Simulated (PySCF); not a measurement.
**[Nd(BH4)2]+ at several levels of theory**

Computed with PySCF 2.14.0 (density fitting, no spin-orbit coupling) at the geometry relaxed with PBE0:

```xyz
11
[Nd(BH4)2]+ (singlet in the valence; each metal's 4f electrons, 3 of them, lie in its core potential, out of spins and levels)
Nd    0.0000   -0.0001   -0.4693
B     2.0011    0.0025    0.9104
H     2.9293    0.0243    1.6685
H     1.0727   -0.7860    1.2732
H     2.2648   -0.3143   -0.2776
H     1.3908    1.1161    0.8182
B    -2.0011   -0.0025    0.9105
H    -2.9293   -0.0242    1.6685
H    -1.0727    0.7859    1.2733
H    -2.2647    0.3144   -0.2776
H    -1.3908   -1.1162    0.8182
```

| level | basis | state | HOMO (eV) | gap (eV) | charge on Nd1 (e) | population of f-type functions on Nd1 (polarisation alone where 4f lies in the core) | dipole about the centre of mass (D) | largest force component (eV/Å) |
| --- | --- | --- | --- | --- | --- | --- | --- | --- |
| PBE0 | Nd lcecp-1-SVP with ECP49, B def2-SVP, H def2-SVP | singlet | -13.87 | 6.25 | 0.91 | 0.06 | 4.63 | 0.01 |
| B3LYP | the same | singlet | -13.62 | 5.67 | 0.81 | 0.05 | 4.63 | 0.37 |
| revPBE | the same | singlet | -12.46 | 4.14 | 0.72 | 0.05 | 4.29 | 0.41 |

In the lcecp rows the 4f levels are missing from HOMO and gap, and the state counts the valence alone.

Charges are Mulliken's, which hang on the basis. The relaxation used the grid (50, 194), these runs (75, 302) or, all-electron (x2c bases, spin-free X2C Hamiltonian), (99, 590).

(1) What does PBE0 with Nd lcecp-1-TZVP with ECP49, B def2-TZVP, H def2-TZVP give here?

An lcecp potential fixes the number of 4f electrons, so in runs with it no electron can move into or out of that shell.

Results:

(1) state singlet, HOMO (eV) -13.87, gap (eV) 6.30, charge on Nd1 (e) 1.25, population of f-type functions on Nd1 (polarisation alone where 4f lies in the core) 0.07, dipole about the centre of mass (D) 4.63, largest force component (eV/Å) 0.26. Time: 12 s on 2 threads of Arm Neoverse V1, with other jobs on the host, from free ions and atoms.
